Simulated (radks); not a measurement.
Effect of the nuclear size on the molybdenum ion Mo+, [Kr] 4d5. Method: Dirac Kohn-Sham, BLYP, spin-unpolarised, spherical densities, finite nucleus; open shells are shared between the two j in proportion to 2j + 1; Fermi nuclear charge, rms radius 4.4091 fm; computed with a radial shooting solver on a logarithmic mesh with Libxc functionals. The rms radius is varied about that value; shifts are against it.

rms radius (fm)  total energy shift (eV)  density at nucleus (e/bohr^3)  1s1/2 shift (meV)  2s1/2 shift (meV)  4s1/2 shift (meV)  5s1/2 (empty) shift (meV)
3.9285                            -0.306                      9.203e+04               -129              -13.9             -0.413                     -0.045
4.1886                            -0.144                      9.139e+04              -61.1              -6.54             -0.195                     -0.021
4.4091                                 0                      9.088e+04              0.000              0.000              0.000                      0.000
4.8059                             0.277                      9.004e+04                117               12.5              0.373                      0.041
5.1498                             0.533                      8.937e+04                225               24.2              0.720                      0.078

Slopes of the eigenvalues against <r^2> in GHz/fm^2, as finite differences over the two radii next to the reference (eigenvalue slopes, not the field-shift constants of lines): 1s1/2 7750, 2s1/2 830, 4s1/2 24.7, 5s1/2 (empty) 2.69.
